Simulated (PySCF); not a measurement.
Bond stretch in BO, doublet.

Methods: ROKS-PBE = PySCF with restricted open-shell PBE/cc-pVDZ; UKS-PBE = unrestricted PBE/cc-pVDZ in PySCF; UKS-BHandHLYP = unrestricted BHandHLYP/cc-pVDZ (PySCF 2.14.0); UCCSD(T) = PySCF with CCSD(T) on UHF/cc-pVDZ, 2 core orbitals frozen.

Energies relative to the lowest point of each curve near equilibrium, in eV; the last columns give the difference from UCCSD(T):

| R / Å | ROKS-PBE | UKS-PBE | UKS-BHandHLYP | UCCSD(T) | ROKS-PBE − UCCSD(T) | UKS-PBE − UCCSD(T) | UKS-BHandHLYP − UCCSD(T) |
|---|---|---|---|---|---|---|---|
| 0.97 | 4.511 | 4.514 | 3.984 | 4.572 | -0.061 | -0.057 | -0.588 |
| 1.02 | 2.546 | 2.548 | 2.124 | 2.573 | -0.027 | -0.024 | -0.449 |
| 1.09 | 0.905 | 0.906 | 0.640 | 0.906 | -0.002 | 0.000 | -0.266 |
| 1.12 | 0.495 | 0.497 | 0.300 | 0.492 | 0.003 | 0.005 | -0.192 |
| 1.17 | 0.102 | 0.103 | 0.026 | 0.096 | 0.006 | 0.006 | -0.071 |
| 1.20 | 0.004 | 0.005 | 0.000 | 0.000 | 0.004 | 0.005 | 0.000 |
| 1.24 | 0.000 | 0.000 | 0.092 | 0.000 | 0.000 | 0.000 | 0.092 |
| 1.28 | 0.109 | 0.109 | 0.296 | 0.116 | -0.007 | -0.007 | 0.180 |
| 1.34 | 0.428 | 0.427 | 0.755 | 0.450 | -0.022 | -0.023 | 0.305 |
| 1.39 | 0.793 | 0.791 | 1.230 | 0.832 | -0.040 | -0.041 | 0.398 |

ROKS-PBE is furthest from UCCSD(T) at 0.97 (-0.061 eV, below); its mean absolute difference over the points is 0.017 eV.

UKS-PBE is furthest from UCCSD(T) at 0.97 (-0.057 eV, below); its mean absolute difference over the points is 0.017 eV.

UKS-BHandHLYP is furthest from UCCSD(T) at 0.97 (-0.588 eV, below); its mean absolute difference over the points is 0.254 eV.

The scan ran from 0.97 to 4.82 Å; beyond the distances shown one of the unrestricted levels run for this scan, shown here or not, changes its spin distribution in one step. The unrestricted determinant behind UCCSD(T) is spin-contaminated at 1.34 to 1.39 Å (<S²> up to 0.9, against 0.75 for a pure doublet).
